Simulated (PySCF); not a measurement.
# N (nitrogen, neutral) across methods

[He] 2s1 2p3 3d1, high-spin 6D determinant (an excited configuration). All numbers are calculated (PySCF 2.14, scalar relativity by spin-free X2C-1e, in aug-cc-pCVTZ-DK with one added diffuse shell each of s, p, d, f type (8s7p5d3f, 75 functions)).

| method | E (hartree) | mean ε 2s α (eV) | mean ε 2p α (eV) | mean ε 3d α (eV) | Σ⟨r²⟩ (bohr²) | ⟨S²⟩ |
| --- | --- | --- | --- | --- | --- | --- |
| BP86 | -53.9126 | -29.605 | -17.704 | 0.079 | 43.48 | 8.750 |
| PBE0 | -53.8686 | -32.955 | -19.937 | -0.080 | 43.30 | 8.750 |
| wB97X-V | -53.8792 | -35.404 | -22.331 | -0.802 | 43.00 | 8.750 |
| PW91 | -53.8971 | -29.605 | -17.745 | 0.161 | 43.37 | 8.750 |
| r2SCAN | -53.9190 | -31.272 | -18.449 | 0.302 | 43.61 | 8.750 |
| UHF | -53.79363 | -42.719 | -26.341 | -0.602 | 43.15 | 8.750 |
| PBE | -53.8569 | -29.567 | -17.663 | 0.160 | 43.39 | 8.750 |
| BLYP | -53.8890 | -29.121 | -17.291 | 0.287 | 43.73 | 8.750 |

Q: Estimate the same row for LDA.

A: E (hartree) = -53.4445; mean ε 2s α (eV) = -29.175; mean ε 2p α (eV) = -17.649; mean ε 3d α (eV) = 0.338; Σ⟨r²⟩ (bohr²) = 42.86; ⟨S²⟩ = 8.750.

The outer electron is Rydberg-like, and this basis confines it to a smaller radius and binds it less than a complete one would.

The highest occupied level is positive at BP86, LDA, PW91, r2SCAN, PBE, BLYP: only the finite basis holds that electron, which in a density functional comes from self-interaction.
